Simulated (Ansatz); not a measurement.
Consider the substitution at a C–Si bond: `BC[SiH](F)Cl` + `N[SiH3]` → `BCN[SiH3]` + `F[SiH2]Cl`.

Gas-phase electronic energies from Ansatz, PBE0-D4/def2-TZVP geometries. CCSD(T)/CBS is the MP2 limit (def2-TZVPP, def2-QZVPP) plus CCSD(T) − MP2 in def2-TZVPP, frozen cores. This one scheme is used for every species. DFT in def2-TZVPP. B3LYP here is the variant with VWN-RPA as its local correlation; programs differ in this. HSE06 is defined as in plane-wave codes. One conformer a species, not always the lowest.

```
             level  ΔE (kcal/mol)  difference from CCSD(T)/CBS
       LDA (SPW92)           24.7                         -2.0
            PBE-D4           25.5                         -1.2
         revPBE-D4           25.2                         -1.5
           BLYP-D4           24.5                         -2.2
         r2SCAN-D4           27.1                          0.4
           PBE0-D4           26.1                         -0.6
          B3LYP-D4           25.0                         -1.7
        r2SCANh-D4           27.1                          0.4
          HSE06-D4           26.1                         -0.6
          BHLYP-D4           25.4                         -1.3
      CAM-B3LYP-D4           24.7                         -2.0
           ωB97X-V           25.2                         -1.5
           ωB97M-V           26.5                         -0.2
            B2PLYP           25.5                         -1.2
          PBE-QIDH           26.7                          0.0
               PBE           25.1                         -1.6
              BLYP           23.7                         -3.0
            r2SCAN           27.0                          0.3
              PBE0           25.7                         -1.0
             B3LYP           24.3                         -2.4
           r2SCANh           27.1                          0.4
           r2SCAN0           27.0                          0.3
             HSE06           25.7                         -1.0
             BHLYP           24.6                         -2.1
         CAM-B3LYP           24.3                         -2.4
           LC-ωPBE           26.0                         -0.7
RPA@PBE/def2-TZVPP           24.9                         -1.8
       HF/def2-SVP           21.6                         -5.1
      MP2/def2-SVP           24.5                         -2.2
     CCSD/def2-SVP           22.7                         -4.0
  CCSD(T)/def2-SVP           22.9                         -3.8
    MP2/def2-TZVPP           27.5                          0.8
SCS-MP2/def2-TZVPP           25.9                         -0.8
   CCSD/def2-TZVPP           25.9                         -0.8
CCSD(T)/def2-TZVPP           26.3                         -0.4
     HF/def2-QZVPP           23.5                         -3.2
    MP2/def2-QZVPP           27.6                          0.9
      HF/CBS(def2)           23.4                         -3.3
     MP2/CBS(def2)           27.8                          1.1
    CCSD/CBS(def2)           26.3                         -0.4
       CCSD(T)/CBS           26.7                            0
```

Largest T1 diagnostic among the species: 0.011.

In def2-TZVPP, CCSD(T) changes the Hartree–Fock value by +2.7 kcal/mol (the triples alone add +0.4 kcal/mol) and MP2 by +3.9 kcal/mol. Leaving LDA and LC-ωPBE aside and taking each functional with its dispersion term where it has one, the values, not all of them listed here, spread over 3.0 kcal/mol, from BLYP-D4 to B97M-V.
